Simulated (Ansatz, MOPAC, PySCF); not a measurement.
Molecule: C₂H₆BO, charge 0, multiplicity 2. SMILES: CB(C)[O]
Geometry from a B3LYP-D3(BJ)/def2-TZVP (Ansatz, a program for electronic structure) optimisation:
```xyz
10

C      1.4208    -0.5159    -0.2020
B     -0.0096     0.1641     0.0415
C     -1.3497    -0.7018    -0.1057
O     -0.0828     1.4193     0.3587
H      2.2479     0.1781    -0.0714
H      1.5324    -1.3494     0.4952
H      1.4442    -0.9221    -1.2158
H     -1.3007    -1.5395     0.5937
H     -1.3888    -1.1122    -1.1173
H     -2.2511    -0.1238     0.0851
```
Charge 0, spin multiplicity 2.

Wanted: enthalpy of formation at 298 K, in kcal/mol. Conventions: LANL2DZ all-electron up to Ne; valence correlation only; open shells spin-unrestricted; 6-31G* and kin with 6d, 5d where marked; 6-311+G** with 5d; spin-orbit terms left out; dispersion terms only where a functional's name holds one; non-relativistic. CBS marks a two-point X^-3 extrapolation of the correlation energy; Hartree-Fock from the larger set. First-principles rows: single points at B3LYP-D3(BJ) geometries (Ansatz), with unscaled harmonic terms from B3LYP/6-31G* (Ansatz) at its own minima, enthalpies of formation by atomisation with measured atoms. Semi-empirical rows: MOPAC heats of formation at their own minima for 298 K.

Coupled cluster (Ansatz) is a level with limits of its own, used here on species with T1 under 0.025 (0.045 for open shells) and stable references: CCSD(T)/CBS(aug-cc-pVTZ,aug-cc-pVQZ).

Value to compare with, CCSD(T)/CBS(aug-cc-pVTZ,aug-cc-pVQZ) (Ansatz): -42.6 kcal/mol.

```json
[
 {"level": "AM1", "program": "MOPAC", "enthalpy of formation at 298 K (kcal/mol)": "-53.0", "difference": "-10.4"},
 {"level": "MNDO", "program": "MOPAC", "enthalpy of formation at 298 K (kcal/mol)": "-62.1", "difference": "-19.5"},
 {"level": "HF/LANL2DZ", "program": "Ansatz", "enthalpy of formation at 298 K (kcal/mol)": "213.7", "difference": "256.3"},
 {"level": "HF/6-31G*", "program": "Ansatz", "enthalpy of formation at 298 K (kcal/mol)": "172.3", "difference": "214.9"},
 {"level": "PBE/6-311+G**", "program": "Ansatz", "enthalpy of formation at 298 K (kcal/mol)": "-64.7", "difference": "-22.1"},
 {"level": "BP86/def2-SVP", "program": "PySCF", "enthalpy of formation at 298 K (kcal/mol)": "-83.4", "difference": "-40.8"},
 {"level": "B3LYP/STO-3G", "program": "Ansatz", "enthalpy of formation at 298 K (kcal/mol)": "-238.4", "difference": "-195.8"},
 {"level": "B3LYP/LANL2DZ", "program": "Ansatz", "enthalpy of formation at 298 K (kcal/mol)": "-21.2", "difference": "21.4"},
 {"level": "B3LYP/6-31G*", "program": "Ansatz", "enthalpy of formation at 298 K (kcal/mol)": "-50.0", "difference": "-7.4"},
 {"level": "B3LYP/cc-pVDZ", "program": "Ansatz", "enthalpy of formation at 298 K (kcal/mol)": "-35.5", "difference": "7.1"},
 {"level": "B3LYP/6-311+G**", "program": "Ansatz", "enthalpy of formation at 298 K (kcal/mol)": "-43.1", "difference": "-0.5"},
 {"level": "PBE0/6-31G*", "program": "Ansatz", "enthalpy of formation at 298 K (kcal/mol)": "-54.7", "difference": "-12.1"},
 {"level": "MP2/6-31G*", "program": "Ansatz", "enthalpy of formation at 298 K (kcal/mol)": "23.1", "difference": "65.7"},
 {"level": "B3LYP-D3(BJ)/def2-TZVPD", "program": "Ansatz + dftd3", "enthalpy of formation at 298 K (kcal/mol)": "-52.7", "difference": "-10.1"},
 {"level": "wB97X-V/def2-TZVPD", "program": "Ansatz", "enthalpy of formation at 298 K (kcal/mol)": "-47.2", "difference": "-4.6"}
]
```

Among the 13 habitual levels, HF/LANL2DZ lies farthest from CCSD(T)/CBS(aug-cc-pVTZ,aug-cc-pVQZ) (Ansatz) (256.3 kcal/mol) and B3LYP/6-311+G** nearest (-0.5); 5 of 13 lie above it, and their mean absolute difference is 67.2 kcal/mol, the median 21.4. One case shows no general order.

The levels are drawn from those run, B3LYP/6-31G* more often than the rest, none by its result; left out are runs that failed, that the program found above a lower state of the same kind, or whose <S^2> lies over 0.5 above the pure value.
